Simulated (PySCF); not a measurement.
# Ba⁺: excitation energy

Ba⁺ [Xe] 6s1 (2S) → Ba⁺ [Xe] 5d1 (2D), as a difference of total energies. All numbers are calculated (PySCF 2.14, the spin-free X2C one-electron Hamiltonian (Gaussian nucleus), in aug-cc-pVTZ-X2C (9s8p6d3f, 84 functions)). The calculations carry no spin-orbit coupling.

| method | excitation energy (eV) | error (eV) |
| --- | --- | --- |
| UHF | 0.786 | +0.122 |
| LDA | 0.648 | -0.016 |
| PBE | 0.479 | -0.185 |
| PBE0 | 0.453 | -0.211 |
| r2SCAN | 0.316 | -0.348 |
| M06-L | 0.066 | -0.598 |
| r2SCAN0 | 0.384 | -0.280 |
| M06 | 0.309 | -0.355 |

Reference: 0.664 eV (measured; NIST levels, between the centres of gravity of the two terms).
